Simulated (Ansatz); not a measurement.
Diatomic PO, multiplicity 2 (the spin of the measured ground state).

Constants: fifth-degree fit in 1/R to seven points, most abundant isotopes. In def2 and cc sets the state is the lowest found near the PBE0 minimum, followed along R.

Codes used: Ansatz (Gaussian basis) for Hartree–Fock, density functionals and correlated methods. 

Energies at SVWN5/def2-TZVPP:

```json
[
 {"R (Å)": "1.370685", "E (hartree)": "-414.78407046"},
 {"R (Å)": "1.407532", "E (hartree)": "-414.79414589"},
 {"R (Å)": "1.441430", "E (hartree)": "-414.79932851"},
 {"R (Å)": "1.479750", "E (hartree)": "-414.80135817"},
 {"R (Å)": "1.518071", "E (hartree)": "-414.80011213"},
 {"R (Å)": "1.562286", "E (hartree)": "-414.79548352"},
 {"R (Å)": "1.613871", "E (hartree)": "-414.78682477"}
]
```

Q: With a reduced mass of 10.5479 u, find the minimum, the force constant and the constants.

A: A fifth-degree polynomial in 1/R puts the minimum at r_e = 1.4829 Å with force constant 951 N/m. Then ω_e = (1/2πc)√(k/μ) = 1237 cm⁻¹ and B_e = h/(8π²cμr_e²) = 0.7268 cm⁻¹; the cubic and quartic terms give α_e = 0.0050 and ω_e x_e = 5.7 cm⁻¹.

Ansatz is a first-principles code.
